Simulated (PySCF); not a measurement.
Compound: C₄H₁₃NSi₄.
Z-matrix (Å and degrees, PBE0-D3(BJ)/def2-SVP geometry), rows numbered from 1:
```
Si
Si  1  2.3485
Si  2  2.3570  1  110.67
Si  3  2.3468  2  103.05  1  -103.71
N   4  1.7853  3  103.56  2    32.35
C   5  1.3795  4  124.11  3    48.39
C   6  1.3782  5  108.92  4  -166.95
C   7  1.4224  6  107.01  5     0.27
C   8  1.3766  7  107.09  6     0.13
H   1  1.4941  2  111.02  3   143.16
H   1  1.4980  2  109.11  3   -97.29
H   1  1.4943  2  111.16  3    21.52
H   2  1.4984  1  109.50  3   121.12
H   2  1.4967  1  110.82  3  -119.87
H   3  1.4982  2  110.48  1    13.12
H   3  1.4966  2  113.65  1   135.20
H   4  1.4912  3  112.63  2   -80.95
H   4  1.4934  3  115.11  2   152.52
H   6  1.0895  5  121.01  4    14.80
H   7  1.0886  6  125.87  5  -178.87
H   8  1.0883  7  126.99  6  -179.85
H   9  1.0885  5  120.76  4   -12.79
```

Computed, not measured: PySCF, TDDFT B3LYP/def2-SVPD, vertical, gas phase, core orbitals frozen in the response.

Each state is given a Gaussian of 0.3 eV full width at half maximum, with ε(max) = 2.175×10⁸ f / Δν̃ (Δν̃ the width in cm⁻¹). The width is an assumption, not a result. The curve ends short of the highest state used, and states not computed would add to its high-energy end.

```
E (eV)  ε (L mol⁻¹ cm⁻¹)
  4.21                 2
  4.23                 3
  4.25                 6
  4.27                 9
  4.29                14
  4.31                23
  4.33                34
  4.35                51
  4.37                74
  4.39               106
  4.42               171
  4.44               229
  4.46               300
  4.48               384
  4.50               482
  4.52               592
  4.54               712
  4.56               840
  4.58               972
  4.60              1105
  4.62              1235
  4.64              1357
  4.66              1469
  4.68              1567
  4.70              1649
  4.72              1712
  4.74              1757
  4.77              1786
  4.79              1783
  4.81              1764
  4.83              1733
  4.85              1694
  4.87              1652
  4.89              1613
  4.91              1584
  4.93              1567
  4.95              1566
  4.97              1583
  4.99              1615
  5.01              1660
  5.03              1712
  5.05              1764
  5.07              1811
  5.09              1847
  5.12              1875
  5.14              1874
  5.16              1859
  5.18              1836
  5.20              1807
  5.22              1778
  5.24              1753
  5.26              1736
  5.28              1727
  5.30              1728
  5.32              1735
  5.34              1749
```

(1) Where are the band maxima, and which computed states make them?

(2) Coming from long wavelengths, where does ε first pass 100 L mol⁻¹ cm⁻¹?

(3) On this curve, what absorbance would a 10⁻⁵ mol/L sample give at 280 nm over a 1 cm path?

(4) Does any computed singlet lie in the visible range?

Answers

(1) 260 nm (4.78 eV), ε about 1800, made up of S1 (35%) and S2 (62%); 242 nm (5.13 eV), ε about 1900, made up of S3 (83%) (ε in L mol⁻¹ cm⁻¹; maxima over ε = 5, shares over 10%). At its high-energy end, 5.34 eV, the curve is still rising (ε about 1700, from S3, S4, S5 and S6). The states used: S1 4.66 eV (f 0.011); S2 4.83 eV (f 0.013); S3 5.11 eV (f 0.018); S4 5.35 eV (f 0.0066); S5 5.36 eV (f 0.0063); S6 5.54 eV (f 0.011); S7 5.74 eV (f 0.014); S8 5.77 eV (f 0.025); S9 5.87 eV (f 0.016); S10 5.94 eV (f 0.0082).

(2) At about 283 nm (4.39 eV), 0.27 eV below S1.

(3) 280 nm is 4.428 eV, where ε is about 190 L mol⁻¹ cm⁻¹, so A = ε c l ≈ 0.0019 (Beer–Lambert, with the gas-phase spectrum and the assumed width).

(4) No computed singlet lies in the visible range (380 to 750 nm); the lowest, at 266 nm, stands 1.40 eV above its violet end (3.26 eV).

The vertical ionisation energy (ΔSCF) is 8.09 eV, 2.14 eV above S10.

Time: 7.0 min; peak memory 1.4 GiB. Hardware: one thread of an Arm Neoverse V1, on a shared host.

One conformer stands for the species.
